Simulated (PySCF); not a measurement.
ClHSTe, SMILES S[Te]Cl. Coordinates come from a B3LYP-D3(BJ)/def2-TZVP optimisation. The def2 effective core potentials stand for the cores of Te; spin–orbit coupling is left out. One conformer was computed; it need not be the lowest.

Method: B3LYP-D3(BJ)/def2-TZVP in PySCF.

Harmonic wavenumbers (cm⁻¹): 124, 337, 356, 365, 784, 2642. Rotational constants (GHz): 4.929, 2.158, 1.516; symmetry number 1.

Question: Work out the zero-point energy and the ideal-gas rigid-rotor harmonic-oscillator thermochemistry at 298.15 K and 1 atm.

Answer: ZPE = ½ Σ hcν = ½ × 4607 cm⁻¹ = 27.56 kJ/mol. H − E(el) = 42.33 kJ/mol. Entropy in J/(mol K): translation 174.58, rotation 114.60, vibration 28.14, total 317.33. G − E(el) = -52.28 kJ/mol. Cp = 63.87 J/(mol K). Modes under 150 cm⁻¹ make the vibrational entropy uncertain.
